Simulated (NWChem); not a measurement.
System: BiH3; SMILES [BiH3]

```xyz
4

Bi     0.0000     0.0000     0.0264
H     -1.3409    -0.5973    -1.0065
H      1.1878    -0.8626    -1.0065
H      0.1531     1.4599    -1.0065
```
Atoms are numbered in this order, from 1.

Computed with NWChem. The geometry was optimised at PBE0/def2-SVP. No frequency run checked for a minimum. def2 effective core potentials on Bi; no spin-orbit coupling. Ions are spin-unrestricted doublets at the neutral geometry; other ion states weren't tried.

What does the run give for CAM-B3LYP/def2-SVP? Quantities: vertical ionisation energy, ΔSCF (eV); −ε(HOMO) (eV).


```
Quantity                               Result
-------------------------------------  ------
vertical ionisation energy, ΔSCF (eV)   10.10
−ε(HOMO) (eV)                            8.86
```
